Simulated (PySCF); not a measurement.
## Steps of a relaxation of Sm2S3

Sm2S3 (singlet in the valence; each metal's 4f electrons, 5 of them, lie in its core potential, out of spins and levels; a saddle point, relaxed within its symmetry). PySCF 2.14.0, RKS BP86, Sm lcecp-1-SVP with ECP51, S def2-SVP; non-relativistic Hamiltonian with scalar-relativistic core potentials where named; density fitting; no spin-orbit coupling. Origin of the start: template. Columns: position (Å) and force (eV/Å). Energies are counted from the last step; some of the 6 steps are shown. Forces carry noise of the integration grid, about 0.01 to 0.03 eV/Å.

Run from Python with OMP_NUM_THREADS=2. Where DIIS fails, smearing, a level shift and second-order steps follow.
It took 36 s on 2 threads of Arm Neoverse V2, on a shared host, from the converged density of the start.

```xyz
5
step 0  E = 0.541 eV
Sm    0.0000    0.0000    2.4918     0.00    0.00    2.20
Sm    0.0000    0.0000   -2.4918     0.00    0.00   -2.20
S     0.0000    0.0000    0.0000     0.00    0.00    0.00
S     0.0000    0.0000    4.8968     0.00    0.00    0.56
S     0.0000    0.0000   -4.8968     0.00    0.00   -0.56
```

```xyz
5
step 2  E = 0.023 eV
Sm    0.0000    0.0000    2.6610     0.00    0.00    0.47
Sm    0.0000    0.0000   -2.6610     0.00    0.00   -0.47
S     0.0000    0.0000    0.0000     0.00    0.00    0.00
S     0.0000    0.0000    5.0790     0.00    0.00    0.00
S     0.0000    0.0000   -5.0790     0.00    0.00    0.00
```

```xyz
5
step 3  E = 0.001 eV
Sm    0.0000    0.0000    2.7011     0.00    0.00    0.11
Sm    0.0000    0.0000   -2.7011     0.00    0.00   -0.11
S     0.0000    0.0000    0.0000     0.00    0.00    0.00
S     0.0000    0.0000    5.1160     0.00    0.00   -0.01
S     0.0000    0.0000   -5.1160     0.00    0.00    0.01
```

**Question.** Where does the relaxation end?

**Answer.** It converges at step 5 in D∞h:
```xyz
5
step 5  E = 0
Sm    0.0000    0.0000    2.7124
Sm    0.0000    0.0000   -2.7124
S     0.0000    0.0000    0.0000
S     0.0000    0.0000    5.1256
S     0.0000    0.0000   -5.1256
```

**Question.** How did the contacts change?

**Answer.** 
```
   contact  start (Å)  end (Å)
Sm1–S3 (S)      2.492    2.712
Sm1–S4 (S)      2.405    2.413
Sm2–S5 (S)      2.405    2.413
```


An lcecp potential fixes the number of 4f electrons, so in runs with it no electron can move into or out of that shell.
